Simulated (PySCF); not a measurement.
**Which determinant of IO lies lowest?**

Unrestricted PBE0; PySCF, scalar-relativistic core potentials, basis sets I aug-cc-pVDZ-PP with ECP28, O aug-cc-pVDZ. Outer shells of the fragments: I 4d10 5s2 5p5; O 2s2 2p4.

Followed along the bond (rough minima from three points):

```
2Ms+1   unpaired  ⟨S²⟩ at the start  R at minimum (Å)  Te (eV)
    2        π ↑               0.76              1.92     0.00
    4  σ ↑, π ↑↑               3.77  none in the scan   ≤ 1.70
```

Solutions found at the starting distance of 1.910 Å, counted from the lowest of them; the search is not exhaustive and high or unbound solutions are not listed, so other states can lie among these:

| 2Ms+1 | unpaired | term | E (eV) | ⟨S²⟩ | ⟨Lz²⟩ | μ (D) |
| --- | --- | --- | --- | --- | --- | --- |
| 2 | π ↑ | ²Π | 0.00 | 0.76 | 1.01 | -2.27 |
| 4 | σ ↑, π ↑↑ | ⁴Σ⁻ | 2.12 | 3.77 | 0.00 | -1.27 |
| 2 | σ ↓, π ↑↑ | mixed | 2.69 | 1.77 | 0.00 | -1.26 |
| 2 | σ ↑, π ↑↓ | mixed | 2.76 | 1.76 | 2.02 | -1.44 |
| 2 | σ ↑ | mixed | 3.59 | 1.25 | 2.01 | -1.54 |
| 4 | σ ↑, π ↑↑ | mixed | 4.32 | 3.76 | 2.01 | -1.34 |
| 4 | σ ↑↑, π ↑ | ⁴Π | 5.47 | 3.76 | 1.01 | -0.86 |
| 2 | π ↑ | mixed | 6.86 | 1.29 | 1.09 | -0.47 |
| 4 | π ↑↑↑ | ⁴Π | 7.53 | 3.76 | 1.01 | 0.30 |
| 4 | π ↑↑↑ | mixed | 9.52 | 3.76 | 3.01 | 0.70 |

A term symbol is given only where ⟨S²⟩ and ⟨Lz²⟩ are close to those of a pure state; real π, δ and φ orbitals otherwise mix terms. A positive dipole means I(−)O(+).

Spin–orbit coupling is left out. Counting both spins, an empty level lies below a filled one in some of these solutions, because spin and occupation are held.
